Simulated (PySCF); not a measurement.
hexachlorodisilane (Cl₆Si₂), SMILES Cl[Si](Cl)(Cl)[Si](Cl)(Cl)Cl.

The structure is a stationary point at PBE0-D3(BJ)/def2-SVP. Other conformers were not sampled.

Method: B3LYP/def2-TZVP in PySCF.

Computed frontier levels, gap, dipole moment:
```
Quantity                                                                                                       Value
---------------------------------------------------------------------------------------------  ---------------------
highest occupied level                                                                                      -8.58 eV
lowest empty level                                                                                          -1.26 eV
orbital gap                                                                                                  7.32 eV
dipole moment                                                                                              0.000 e·Å
quadrupole, principal values (traceless, Buckingham form, about the centre of nuclear charge)  -1.09, 0.55, 0.55 D·Å
```
